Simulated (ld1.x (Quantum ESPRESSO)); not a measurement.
## bromine (Br): variants of one TM semilocal potential

Base potential:

Br, norm-conserving Troullier–Martins (semilocal form), made with ld1.x (Quantum ESPRESSO) 7.5 (PBE, scalar-relativistic). Core [Ar], reference 3d10 4s2 4p5. Waves: 4s (bound): rc 1.00 bohr; 3d (bound): rc 0.50 bohr; 4p (bound): rc 1.35 bohr. Local part: the p channel. Core correction: none.

Cutoffs, loose and tight: the cutoffs (Ry, on a coarse ladder) from which the occupation-weighted sum of valence levels, in a spherical-Bessel basis at the reference potential, stays within 10 and 1 mRy of its value at 400 Ry. They do not see the model core or the augmentation charge, which bear on the density cutoff. Test errors are all-electron minus pseudo excitation energies from the reference, over the configurations 3d10 4s2 4p4; 3d10 4s2 4p3; 3d10 4s2 4p2; 3d10 4s1 4p6; 3d10 4s1 4p5; 3d10 4s2 4p5.3; 3d10 4s2 4p4.5. A dash means not determined; rows that change the core or the reference have their own tests.

Cutoffs are not given where the Bessel-basis levels miss the radial ones by over 6 mRy, ghosts where they miss by over 20 mRy; a channel whose overlap is not positive is not tested.

In the semilocal form every listed channel keeps its own potential, so the choice of the local channel does not act on these tests. It acts once the file is put into the separable form.

A semilocal file is local in each channel, so a ghost entry of none says nothing of the separable form that plane-wave codes build from it.

```csv
change,outcome,bound ghosts,largest test error (meV)
base,generated,not determined,+42
core correction a·sin(br)/r model core inside 0.54 bohr,generated,not determined,+44
"all radii scaled by about 1.38 (s 1.38, p 1.86, d 0.68 bohr)",generated,not determined,+17
wave 3d (bound): rc 0.50 bohr becomes 3d (bound): rc 0.70 bohr,generated,not determined,+41
wave 4s (bound): rc 1.00 bohr becomes 4s (bound): rc 1.10 bohr,generated,not determined,+31
local potential the d channel,generated,not determined,+42
wave 4p (bound): rc 1.35 bohr becomes 4p (bound): rc 1.32 bohr,generated,not determined,+44
functional LDA (PZ),generated,not determined,+58
```

Problem. What comes out with this change to the base: reference 3d10 4s2 4p3.5?

Solution. outcome: generated; bound ghosts: not determined; largest test error (meV): -158.
